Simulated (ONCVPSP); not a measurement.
# What one change does to a pseudopotential (Ag (Z = 47), ONCV)

Ag (Z = 47), optimised norm-conserving Vanderbilt (ONCV), made with ONCVPSP 4.0.1 (LDA (Perdew-Wang 92), scalar-relativistic). Core [Ar] 3d10, reference 4s2 4p6 4d10 5s1. Waves: 4s+5s: rc 1.40 bohr, ncon 4, nbas 7, qcut 9.3 1/bohr, 2 projectors; 4p: rc 1.15 bohr, ncon 4, nbas 7, qcut 6.3 1/bohr, 1 projector; 4d: rc 1.50 bohr, ncon 3, nbas 7, qcut 10.6 1/bohr, 2 projectors, debl 3.9 Ha. Local part: polynomial inside 0.80 bohr (lpopt 5, dvloc0 6 Ha). Core correction: none.

Change: all radii scaled by about 1.33 (s 1.86, p 1.52, d 2.00 bohr); local potential polynomial inside 1.06 bohr (lpopt 5, dvloc0 6 Ha).

Cutoffs: the cutoffs (Ha) at which the residual kinetic energy of the hardest occupied pseudo-wave falls to 1 and 0.1 mHa per electron; they do not see the model core or the augmentation charge, which bear on the density cutoff. Errors are all-electron minus pseudo energies relative to the spin-unpolarised reference configuration.

Task: Predict the effect on cutoff, ghosts and configuration errors.

Result: The potential gets softer (94 Ha and 115 Ha → 27 Ha and 32 Ha); of the 4 tests that both files solve, the error grows in 2 and shrinks in 1 by more than 15 % and 0.3 meV (median size 2.9 → 9.6 meV); neither file shows a bound ghost. A larger radius leaves more room for a smooth pseudo-wave, so fewer plane waves are needed.

```csv
quantity,base,changed
"cutoff, loose",94 Ha,27 Ha
"cutoff, tight",115 Ha,32 Ha
loose cutoff by channel,"s 31 Ha, p 94 Ha, d 33 Ha","s 21 Ha, p 18 Ha, d 27 Ha"
bound ghosts,none,none
GHOST(+) flags under 300 eV,s at 163.9 eV,none
"error for 4s2 4p6 4d10 5s0, meV [ΔE 8.10 eV]",-1.2,-1.3
"error for 4s2 4p6 4d9 5s0, meV [ΔE 30.48 eV]",-3.2,-2.1
"error for 4s2 4p6 4d8 5s0, meV [ΔE 66.92 eV]",-2.5,+17
"error for 4s1 4p6 4d10 5s1, meV [ΔE 102.09 eV]",-103,-397
```
